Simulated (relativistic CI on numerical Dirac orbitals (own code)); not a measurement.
One change at a time: Pr⁴¹⁺

Base calculation: Dirac-Coulomb-Breit CI, orbitals from a KLI potential per configuration, QED by a radiative potential, unscaled Slater integrals.

Configuration list (outside the closed core [Ne]): 3s2 3p6, 3s2 3p5 3d, 3s 3p6 3d, 3s2 3p5 4s, 3s2 3p5 4p, 3s2 3p5 4d, 3p6 3d 4p, 3s 3p6 4s, 3p6 3d2, 3p5 3d3, 3p5 3d2 4s, 3p5 3d2 4p, 3p5 3d2 4d, 3p6 3d 4s, 3p5 3d 4s2, 3p5 3d 4s 4p, 3p5 3d 4s 4d. Double excitations out of closed p, d and f shells are left out; levels of such configurations are missing from the list, as are those of other unlisted configurations, and high levels can miss mixing partners.

Variants: (1) Breit term removed. Shifts of the energy above 3s2 3p6 1S_0, in eV, for the lowest level and the first level of each name with at least 55 % of one term (blank where a level changes its place among those of its configuration and J or its character, or is not in the variant):

```tsv
Level	Base	Δ(1)
3s2 3p6 1S_0	0.00	0.00
3s2 3p5 3d 3P°_0	176.10	+0.62
3s2 3p5 3d 3P°_1	183.09	+0.92
3s2 3p5 3d 3F°_3	188.31	+1.10
3s2 3p5 3d 3F°_4	209.28	+2.01
3s2 3p5 3d 3D°_3	222.13	+1.74
3s2 3p5 3d 3F°_2	302.47	+2.52
3s2 3p5 3d 1P°_1	335.67	+2.27
3s 3p6 3d 3D_1	458.65	+0.68
3s 3p6 3d 3D_2	462.86	+0.86
3s 3p6 3d 3D_3	485.11	+1.68
3s 3p6 3d 1D_2	496.39	+1.53
3p6 3d2 3F_2	929.45	+1.50
3p6 3d2 3P_0	946.61	+1.17
3p6 3d2 3F_3	953.22	+2.38
3p6 3d2 3P_1	965.21	+1.92
3p6 3d2 1S_0	1010.64	+2.38
3p5 3d3 5D°_0	1110.36	+1.91
3p5 3d3 3I°_7	1163.26	+5.16
```

At this charge energies of transitions that change n are usually good to better than 1 %, and those within a shell (Δn = 0) to a few per cent.

Ionisation energy from the two ground configurations alone: base 3227.56 eV; Breit term removed 3230.29 eV. The NIST ASD value (theoretical) is 3227 eV.

LS names give the leading component of a level, which can be under half, so a name can repeat, a term be missing and a line seem to break the LS rules.
